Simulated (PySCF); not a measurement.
Start geometry of `C=CC(=O)Br` from GFN2-xTB (Å):
```
atom  x, y, z in Å
C1    -1.1921    0.1945   -0.0910
C2    -0.1291   -0.5317   -0.2214
C3     1.2162   -0.1364    0.1133
O4     2.2591   -0.7735    0.0127
Br5    1.4079    1.6898    0.8349
H6    -2.1839   -0.1544   -0.3782
H7    -1.1680    1.2254    0.2874
H8    -0.1550   -1.5328   -0.6103
```

What comes out of this run: PBE0-D3(BJ)/def2-SVP geometry optimisation, gas phase in PySCF 2.14.0?

```
atom  x, y, z in Å
C1    -1.200    0.313   -0.036
C2    -0.169   -0.513   -0.224
C3     1.247   -0.219    0.061
O4     2.149   -0.963   -0.127
Br5    1.607    1.566    0.818
H6    -2.217   -0.001   -0.284
H7    -1.054    1.319    0.368
H8    -0.306   -1.521   -0.628
```

The energy falls by 0.194 eV over 7 energy and gradient evaluations, the largest force component goes from 0.0797 to 4.4e-04 Eh/bohr, and the atoms move by 0.032 Å rms after alignment. Among the bonds, C1=C2 and C3=O4 change most and about equally (-0.042 to +0.041 Å). Bonds longer at the end by more than 0.005 Å: 3 of 7; shorter: 2. Among the angles that change most is C2–C3–O4, from 129.2° to 125.2°. Rotational constants go from 4889, 2583, 1690 to 4897, 2516, 1662 MHz. The orientation of the end geometry is arbitrary; only internal coordinates are fixed.

The run used 103 basis functions and 57 SCF cycles in all. Hardware: an Arm Neoverse V1 with one thread (shared host). Cost: 27 s of wall time, 0.42 GiB resident at most.

Not checked by PBE0-D3(BJ)/def2-SVP frequencies. The numbers are those of one conformer.
